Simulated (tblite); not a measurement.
Species: C7H12N (doublet state).
Bonds: C1–C2 (double), C2–C3, C3–C4, C2–C5, C5–C6 (double), C5–C7, C7–N8. Hydrogens: H9, H10 on C1; H11 on C3; H12, H13, H14 on C4; H15, H16 on C6; H17, H18 on C7; H19, H20 on N8.

The geometry is computed with GFN2-xTB (gas phase). This method treats the open shell by occupation alone, without spin polarisation.

(1) What internal coordinates does the optimisation give?

## Answers

(1) 
```tsv
bond	length (bohr)	order
C1=C2	2.598	double
C2–C3	2.625	single
C3–C4	2.807	single
C2–C5	2.807	single
C5=C6	2.505	double
C5–C7	2.865	single
C7–N8	2.737	single
C1–H9	2.030	single
C1–H10	2.029	single
C3–H11	2.040	single
C4–H12, C4–H13, C4–H14	2.060	single
C6–H15	2.034	single
C6–H16	2.037	single
C7–H17, C7–H18	2.070	single
N8–H19, N8–H20	1.917	single
```

Bonds in one row agree within 0.02 bohr and their mean is given. Orders are formal, as drawn. A selection of angles:
```tsv
angle	degrees
C1–C2–C3	123.7
C1–C2–C5	119.2
C3–C2–C5	117.1
C2–C3–C4	125.0
C2–C5–C6	121.0
C2–C5–C7	115.7
C6–C5–C7	123.3
C5–C7–N8	117.0
H19–N8–C7	110.3
H20–N8–C7	110.1
```

Dihedral angles: C1–C2–C3–C4 -1° (synperiplanar); C1–C2–C5–C6 131° (anticlinal); C2–C5–C7–N8 -167° (antiperiplanar). The mirror-image conformer, all signs reversed, is as good.

C5 (carbon bonded to 3 C) is planar (angles 123.3°, 121.0° and 115.7°, sum 360.0°, 0.01 Å off the plane of its three neighbours). The C–C distances run from 1.326 Å (C5=C6, drawn double) to 1.516 Å (C5–C7, drawn single), a spread of 0.190 Å. N8 (nitrogen bonded to C and 2 H) is pyramidal (angles 110.3°, 110.1° and 107.8°, sum 328.2°, 0.38 Å off the plane of its three neighbours). C3 (carbon bonded to 2 C and H) is planar (angles 125.0°, 118.0° and 116.9°, sum 360.0°, 0.01 Å off the plane of its three neighbours). Of the pairs four or more bonds apart, C4···H9 is among the closest relative to their van der Waals radii: 2.71 Å, 93 % of the sum of Bondi's values. C1 (carbon bonded to C and 2 H) is planar (angles 121.6°, 121.5° and 116.8°, sum 360.0°, 0.01 Å off the plane of its three neighbours). C2 (carbon bonded to 3 C) is planar (angles 123.7°, 119.2° and 117.1°, sum 360.0°, 0.00 Å off the plane of its three neighbours).

Point group: C1 (no symmetry element, even within 0.4 Å). Its lowest GFN2-xTB frequency is 10 cm⁻¹, too small to tell a flat minimum from a shallow saddle. Torsions: C1–C2–C3–C4 -1°, C1–C2–C5–C6 131°, C2–C5–C7–N8 -167°, C5–C7–N8–H -62° and 57°.
